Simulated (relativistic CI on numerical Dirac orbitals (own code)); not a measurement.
**One change at a time: Re²⁺**

Base calculation: Dirac-Coulomb-Breit CI, separate exchange-only KLI orbitals for each configuration, model QED (radiative potential, 1s self-energy scaled to tabulated hydrogen-like ionisation energies), valence Slater integrals scaled by 0.85, P86 correlation energy added to each configuration.

Configuration list (outside the closed core [Kr] 4d10 4f14 5s2): 5p6 5d5, 5p6 5d4 6s, 5p6 5d3 6s2, 5p6 5d4 6p, 5p6 5d4 5f, 5p6 5d3 6s 6p, 5p6 5d4 6d, 5p6 5d4 7s, 5p6 5d4 7p, 5p6 5d4 7d, 5p6 5d3 6s 7s, 5p6 5d3 6p2, 5p6 5d4 6f, 5p6 5d4 5g, 5p5 5d6. Levels of other configurations are missing.

The lowest level and the first level of each name with at least 55 % of one term (blank where a level has no safe partner in the second run):

| Level | Base (cm⁻¹) | Shift (cm⁻¹) |
| --- | --- | --- |
| 5p6 5d5 6S_5/2 | 0.0 | 0.0 |
| 5p6 5d5 4G_7/2 | 18011.2 | +3.6 |
| 5p6 5d5 4G_11/2 | 18908.7 | +0.6 |
| 5p6 5d5 4G_9/2 | 19146.1 | +2.2 |
| 5p6 5d4 6s 6D_3/2 | 21432.5 | +185.0 |
| 5p6 5d5 4D_7/2 | 21643.0 | +18.2 |
| 5p6 5d4 6s 6D_5/2 | 23566.4 | +186.1 |
| 5p6 5d4 6s 6D_7/2 | 25427.3 | +204.3 |
| 5p6 5d4 6s 6D_9/2 | 26787.7 | +174.1 |
| 5p6 5d5 2I_11/2 | 27221.4 | -4.2 |
| 5p6 5d5 2I_13/2 | 29351.1 | -6.3 |
| 5p6 5d5 4F_5/2 | 31361.8 | +29.8 |
| 5p6 5d5 2H_11/2 | 37701.0 | +14.8 |
| 5p6 5d4 6s 4H_7/2 | 38414.1 | +197.6 |

For a near-neutral ion this model can misplace configurations by up to about 10,000 cm⁻¹ (more where the count of f electrons changes) and terms by 10 to 25 % of their spread. Rates follow the energies as ν³ (E1, M1) or ν⁵ (E2), so they and the lifetimes can be off by large factors. The fine structure of a lone outer electron comes out too small, for d and f at times inverted, and misplaced configurations move strength between like terms. 19 of the 69 excited levels that our extract of the measured tables holds in this range could be paired (the sources list more); they are missed by 2760 cm⁻¹ on average and 4415 at most, and levels without a partner can miss by more. Some levels of the ground configuration have no partner and can miss by 10 % or more.

**Question.** One thing was changed in a second run, which moved the levels as shown. Which?
A. Breit term removed
B. self-excluded LDA correlation estimate
C. no correlation estimate
D. QED terms removed
E. configuration mixing switched off

**Answer.** B. Self-excluded LDA correlation estimate. A correlation estimate moves all levels of a configuration together before mixing; mixed levels move by a weighted share.

LS names give the leading component of a level, which can be under half, so a name can repeat, a term be missing and a line seem to break the LS rules.
